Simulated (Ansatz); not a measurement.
**Abstraction of H: SbHF2 + C2H2N → SbF2 + C2H3N**

Species: SbHF2 `[F][SbH][F]`, singlet; C2H2N `[CH2]C#N`, doublet; SbF2 `[F][Sb][F]`, doublet; C2H3N (acetonitrile) `CC#N`, singlet. A radical takes H: the energy is the difference in strength between the Sb–H bond broken and the C–H bond made.

Shapes, held fixed at every level: PBE0-D4/def2-TZVP. Programs: Ansatz 0.2.0. The zero-point and thermal change to 298 K, harmonic and unscaled (PBE0-D4/def2-TZVP), is +17.2 kJ/mol.

| level | kind | ΔH(298 K) (kJ/mol) | CPU time (sum over the molecules) |
| --- | --- | --- | --- |
| HF/def2-SVP | Hartree–Fock | -102.9 | – |
| SPW92/def2-TZVPP | LDA | -132.3 | 6.7 s |
| r2SCAN-D4/def2-TZVPP | meta-GGA | -112.4 | 24 s |
| BHLYP-D4/def2-TZVPP | global hybrid | -121.0 | 15 s |
| PBE0-D4/def2-TZVPP | global hybrid | -125.5 | 14 s |
| wB97M-V/def2-TZVPP | range-separated hybrid | -135.7 | 42 s |
| B2PLYP/def2-TZVPP | double hybrid | -132.5 | 24 s |

B2PLYP/def2-TZVPP gives ΔH(298 K) = -132.5 kJ/mol; the levels span -135.7 to -102.9. The median of the levels is -125.5. No measured value is set beside it here. Spin contamination: C2H2N (⟨S²⟩ up to 0.93). Open shells run unrestricted. For atoms past krypton def2 sets carry core potentials with scalar relativity. Outer-core shells of Sb are correlated, in sets that cover them unevenly. Times are processor times on shared x86 and Arm servers, and rough.
